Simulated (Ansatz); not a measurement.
Consider the ligand exchange at the Si–C bond: `C#CC(=O)[SiH3]` + `[OH][GeH2][OH]` → `[OH][GeH2][O][SiH3]` + `C#CC=O`.

Computed with Ansatz on PBE0-D4/def2-TZVP structures; ΔE is electronic, products minus reactants. CCSD(T)/CBS adds triple-zeta CCSD(T) − MP2 to the extrapolated MP2 energy (def2 sets, frozen cores). DFT in def2-TZVPP. B3LYP here is the variant with VWN-RPA as its local correlation; programs differ in this. For Ge outer-core shells are correlated without core-valence functions, which leaves a few kJ/mol of doubt a bond. Scalar relativity is left out up to krypton. One conformer a species, not always the lowest.

```json
{"level": "PBE-D4", "ΔE (kcal/mol)": "-24.2", "difference from CCSD(T)/CBS": "4.8"}
{"level": "r2SCAN-D4", "ΔE (kcal/mol)": "-27.8", "difference from CCSD(T)/CBS": "1.2"}
{"level": "PBE0-D4", "ΔE (kcal/mol)": "-26.7", "difference from CCSD(T)/CBS": "2.3"}
{"level": "B3LYP-D4", "ΔE (kcal/mol)": "-28.6", "difference from CCSD(T)/CBS": "0.4"}
{"level": "ωB97X-V", "ΔE (kcal/mol)": "-28.8", "difference from CCSD(T)/CBS": "0.2"}
{"level": "ωB97M-V", "ΔE (kcal/mol)": "-28.7", "difference from CCSD(T)/CBS": "0.3"}
{"level": "B2PLYP", "ΔE (kcal/mol)": "-29.5", "difference from CCSD(T)/CBS": "-0.5"}
{"level": "PBE", "ΔE (kcal/mol)": "-24.2", "difference from CCSD(T)/CBS": "4.8"}
{"level": "r2SCAN", "ΔE (kcal/mol)": "-27.8", "difference from CCSD(T)/CBS": "1.2"}
{"level": "PBE0", "ΔE (kcal/mol)": "-26.7", "difference from CCSD(T)/CBS": "2.3"}
{"level": "B3LYP", "ΔE (kcal/mol)": "-28.6", "difference from CCSD(T)/CBS": "0.4"}
{"level": "HF/def2-TZVPP", "ΔE (kcal/mol)": "-34.9", "difference from CCSD(T)/CBS": "-5.9"}
{"level": "MP2/def2-TZVPP", "ΔE (kcal/mol)": "-30.0", "difference from CCSD(T)/CBS": "-1.0"}
{"level": "SCS-MP2/def2-TZVPP", "ΔE (kcal/mol)": "-30.8", "difference from CCSD(T)/CBS": "-1.8"}
{"level": "CCSD/def2-TZVPP", "ΔE (kcal/mol)": "-30.4", "difference from CCSD(T)/CBS": "-1.4"}
{"level": "CCSD(T)/def2-TZVPP", "ΔE (kcal/mol)": "-29.4", "difference from CCSD(T)/CBS": "-0.4"}
{"level": "HF/def2-QZVPP", "ΔE (kcal/mol)": "-35.2", "difference from CCSD(T)/CBS": "-6.2"}
{"level": "MP2/def2-QZVPP", "ΔE (kcal/mol)": "-29.9", "difference from CCSD(T)/CBS": "-0.9"}
{"level": "SCS-MP2/def2-QZVPP", "ΔE (kcal/mol)": "-30.7", "difference from CCSD(T)/CBS": "-1.7"}
{"level": "HF/CBS(def2)", "ΔE (kcal/mol)": "-35.2", "difference from CCSD(T)/CBS": "-6.2"}
{"level": "MP2/CBS(def2)", "ΔE (kcal/mol)": "-29.6", "difference from CCSD(T)/CBS": "-0.6"}
{"level": "CCSD/CBS(def2)", "ΔE (kcal/mol)": "-30.0", "difference from CCSD(T)/CBS": "-1.0"}
{"level": "CCSD(T)/CBS", "ΔE (kcal/mol)": "-29.0", "difference from CCSD(T)/CBS": "0"}
```

Largest T1 diagnostic among the species: 0.016.

From PBE to PBE0 (25 % exact exchange), in def2-TZVPP and without D4, ΔE moves by −2.5 kcal/mol. In def2-TZVPP, CCSD(T) changes the Hartree–Fock value by +5.5 kcal/mol (the triples alone add +1.0 kcal/mol) and MP2 by +4.9 kcal/mol.
